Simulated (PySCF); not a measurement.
**Exercise with solution: entropy of an ideal gas**

MoF6, SMILES [F][Mo]([F])([F])([F])([F])[F], multiplicity 1.

Geometry optimised at PBE-D3(BJ)/def2-SVP. The spin state was assumed, not searched. The isomer is the one that the SMILES or the coordinates give; other isomers of the formula were not compared. The def2 effective core potentials stand for the cores of Mo; spin–orbit coupling is left out.

PySCF with PBE-D3(BJ)/def2-SVP gives the harmonic wavenumbers 128, 128, 128, 251, 251, 251, 297, 297, 297, 641, 641, 707, 731, 731, 731 cm⁻¹ and the rotational temperatures 0.0940, 0.0940, 0.0940 K. The molar mass is 209.94 g/mol, the symmetry number 24, the spin multiplicity 1.

Question: Work out the entropy at 298.15 K and 1 atm in the rigid-rotor, harmonic-oscillator model.

Answer: 
Translation (Sackur–Tetrode at 1 atm): S = R[1.5 ln M + 2.5 ln T − 1.16487] = 175.4 J/(mol K).
Rotation: q = (√π/σ) T^1.5/√(θA θB θC) = 13200, S = R[ln q + 3/2] = 91.4 J/(mol K).
Vibration: with u = 1.4388 ν/T, each mode gives R[u/(e^u − 1) − ln(1 − e^−u)]:
```
ν (cm⁻¹)  modes     u  S (J/(mol K))
--------  -----  ----  -------------
128           3  0.62          37.35
251           3  1.21          21.63
297           3  1.43          18.00
641           2  3.09           3.22
707           1  3.41           1.25
731           3  3.53           3.41
```
These are all the modes. Sum 84.9 J/(mol K).
Spin: R ln 1 = 0.0 J/(mol K).
Total 351.6 J/(mol K); the program's own thermochemistry gives 351.5. Translation makes up 50 % and vibration 24 %. Anharmonicity, hindered rotation and orbital degeneracy are left out.
